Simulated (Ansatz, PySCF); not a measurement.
GeH₆O₂Si, SMILES [OH][GeH]([OH])[SiH3].

Coordinates come from a TPSSh-D3(BJ)/def2-SVP optimisation. This is a generated structure with no PubChem entry under its InChIKey; it may be hypothetical. Other conformers were not sampled.

Vertical ionisation energy (IE) and electron affinity (EA) in eV. Rows of orbital energies are one-electron estimates. Where ΔSCF, EOM or ADC give a negative EA the extra electron is unbound and the value depends on the basis.

```csv
level,IE,EA
"−ε(HOMO), −ε(LUMO), B3LYP/def2-TZVP (PySCF)",7.91,0.47
"−ε(HOMO), −ε(LUMO), PBE/def2-TZVP (PySCF)",6.78,1.07
"ΔSCF, CAM-B3LYP/def2-SVPD (Ansatz), final states of multiplicity 2 and 2",10.39,-1.06
"ΔSCF, PBE/def2-SVPD (Ansatz), final states of multiplicity 2 and 2",9.78,-0.76
```

### Question
What vertical singlet–triplet gap does ΔSCF give with CAM-B3LYP/def2-SVPD (Ansatz, a quantum-chemistry and plane-wave program) and with PBE/def2-SVPD (Ansatz)? (The exact figures need the calculation; the answer reports its results.)

### Answer
6.20 and 5.49 eV (triplet above singlet where positive).
